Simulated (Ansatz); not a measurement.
Input for Ansatz (a first-principles code): R-wB97M-V/def2-TZVPPD on AsH5S (a complex), monomers drawn apart or pushed together. Files ending in .json are basis or fitting sets from the Basis Set Exchange.

Ansatz 0.2 input:
```yaml
crystal:
  periodic: [false, false, false]
  atoms:
    - {symbol: S, position_ang: [-0.28019333, 0.37876062, 0.35636734]}
    - {symbol: H, position_ang: [-0.42542070, -0.95568377, 0.34686382]}
    - {symbol: H, position_ang: [1.00566485, 0.29105727, 0.73162682]}
    - {symbol: As, position_ang: [0.10656308, -1.40665145, 6.88900433]}
    - {symbol: H, position_ang: [-1.36284776, -1.64851732, 6.57058929]}
    - {symbol: H, position_ang: [-0.10064389, 0.09800857, 6.99423836]}
    - {symbol: H, position_ang: [-0.12015288, -1.60732291, 8.38653455]}
basis:
  gaussian:
    orbitals: def2-TZVPPD.json
hamiltonian:
  xc: {name: wB97M-V}
scf: {lower_state_search: off}
```

Output:

```
WARN ansatz: RAYON_NUM_THREADS=1 ignored (pool sized by the plan → 1); use --threads N
Functional definition: wB97M-V
these checks for a lower state are left out or cut short: stability, starts, cluster_reference, orbital_swaps, neighbouring_geometries, increment
integrals: 0.12 GiB planned
1031 factors; their error is unknown
integrals: 0.15 GiB planned
266 factors; integrals over basis functions are off by at most 4.0e-5 eV
mean field: 1.00 GiB planned
mean field evaluation 1: about -71752.9303 eV, gradient 1.4e1 eV
mean field evaluation 2: about -71753.3397 eV, gradient 9.0e0 eV
mean field evaluation 4: about -71753.4564 eV, gradient 6.3e-1 eV
mean field evaluation 8: about -71753.6139 eV, gradient 3.1e-1 eV
mean field evaluation 16: about -71753.6140 eV, gradient 1.8e-5 eV
mean field -71753.61395518 eV, -2636.8966765066 hartree, gradient 3.4e-6 eV, S^2 0.000000; 0 other end points of the search recorded, 0 dependent functions left out
reference -71753.61403776 eV, -2636.8966795414 hartree; 27, 27 occupied and 163, 163 virtual orbitals, 1031 factors
Total energy: -71753.61403776 eV, -2636.8966795414 hartree
Checks for a lower state left out: stability, starts, cluster_reference, orbital_swaps, neighbouring_geometries, increment
```

The run converged.

Cost: very roughly 7 core-seconds.
